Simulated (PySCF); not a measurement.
**The first ionisation energy along the 4d series**

Calculated with PySCF 2.14 from differences of total energies of unrestricted determinants, without spin-orbit coupling. Values in eV. The last column holds reference values (NIST; (s) semi-empirical, (t) theoretical, else measured). Unmarked ones compare directly (S terms, centres of terms, or small fine structure); those marked * lie between the lowest fine-structure levels and include a spin-orbit shift.

```
                         element                 configurations    UHF    LDA    PBE   PBE0  MP2 (valence and next inner shell)  SCS-MP2 (valence and next inner shell)  reference
Zr (x2c-QZVPPall, spin-free X2C)    [Kr] 4d2 5s2 → [Kr] 4d2 5s1  5.185  6.712  6.410  6.272                               6.389                                   6.489      6.639
Nb (x2c-QZVPPall, spin-free X2C)        [Kr] 4d4 5s1 → [Kr] 4d4  5.989  7.337  7.109  6.887                               6.784                                   6.423      6.776
Mo (x2c-QZVPPall, spin-free X2C)        [Kr] 4d5 5s1 → [Kr] 4d5  6.250  7.714  7.453  7.193                               7.121                                   6.711      7.092
Tc (x2c-QZVPPall, spin-free X2C)    [Kr] 4d5 5s2 → [Kr] 4d5 5s1  5.541  7.303  6.867  6.704                               6.912                                   7.062      7.119
Rh (x2c-QZVPPall, spin-free X2C)        [Kr] 4d8 5s1 → [Kr] 4d8  6.310  8.115  7.828  7.528                               7.489                                   7.221      7.479
Pd (x2c-QZVPPall, spin-free X2C)           [Kr] 4d10 → [Kr] 4d9  6.250  9.300  8.854  8.437                               8.942                                   8.594      8.512
Ag (x2c-QZVPPall, spin-free X2C)      [Kr] 4d10 5s1 → [Kr] 4d10  6.355  8.256  7.942  7.629                               7.608                                   7.396      7.576
Cd (x2c-QZVPPall, spin-free X2C)  [Kr] 4d10 5s2 → [Kr] 4d10 5s1  7.331  9.406  9.040  8.762                               8.990                                   8.926      8.994
```

**Question.** Fill in the row of Ru (x2c-QZVPPall, spin-free X2C) ([Kr] 4d7 5s1 → [Kr] 4d7).

**Answer.** UHF 6.295; LDA 8.026; PBE 7.750; PBE0 7.459; MP2 (valence and next inner shell) 7.411; SCS-MP2 (valence and next inner shell) 7.105; reference 7.365 (eV).

"Valence" correlates the outer s and p shells and, in groups 3 to 12 and the f block, the outer d or f shell, open or full, or the next shell where the ion has no valence electron left; the wider scheme adds the next inner shell.
